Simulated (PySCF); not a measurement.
How the method changes the constants of GeN⁻

State: ¹Σ⁺ (singlet), closed shell. Set-up: PySCF, no relativity, basis sets Ge def2-TZVPPD, N def2-TZVPPD. De refers to Ge⁻ + N in their high-spin ground configurations, without counterpoise correction. A positive dipole points towards N; it is taken about the centre of mass and depends on that origin.

```csv
Level,Re (Å),ωe (cm⁻¹),De (eV),μ (D)
RHF,1.641,1126,n/a,-4.56
RHF-MP2,1.724,815,n/a,n/a
RHF-SCS-MP2,1.717,845,n/a,n/a
RHF-CCSD,1.677,992,n/a,n/a
RHF-CCSD(T),1.694,936,n/a,n/a
LDA,1.670,980,n/a,-3.70
PBE,1.691,945,n/a,-3.66
BLYP,1.698,928,n/a,-3.77
r²SCAN,1.675,988,5.21,-3.70
M06-L,1.682,976,n/a,-3.68
r²SCANh,1.668,1008,4.95,-3.81
PBE0,1.668,1013,n/a,-3.93
ωB97M-V,1.659,1046,n/a,-4.22
B2PLYP,1.699,903,n/a,-4.44
```

(1) What does the step from GGA to meta-GGA do here, going from PBE to r²SCAN?

(2) What does the gradient correction do here, going from LDA to PBE?

(3) What does the triples do here, going from RHF-CCSD to RHF-CCSD(T)?

Correlated steps freeze 10 core orbitals. For an ion De counts to the pair picked by the measured ionisation energies or electron affinities, which need not be the lowest pair at this level. The highest Kohn–Sham level is positive in this anion. Much of that is self-interaction error, but it also means that the finite basis helps to hold the extra electron. B2PLYP dipoles, levels and charges come from its SCF part alone. The CCSD T1 diagnostic is raised, a sign that a single reference may not be enough here.

The whole job (state search and all levels along the bond) took about 8.2 min on 2 threads of Intel Xeon Platinum 8259CL @ 2.50GHz (shared host), peak memory 2.4 GiB.

Answers

(1) r²SCAN less PBE: -1.6 pm in Re, +4.6 % in ωe. 

(2) PBE less LDA: +2.1 pm in Re, -3.6 % in ωe. The gradient correction favours the more uneven density of free atoms, so it tends to lengthen bonds and takes away much of the overbinding of LDA; so it does here.

(3) RHF-CCSD(T) less RHF-CCSD: +1.7 pm in Re, -5.6 % in ωe. Correlation nearly always deepens the well. The bond lengthens, as in strong covalent bonds, where excitations into antibonding orbitals dominate.
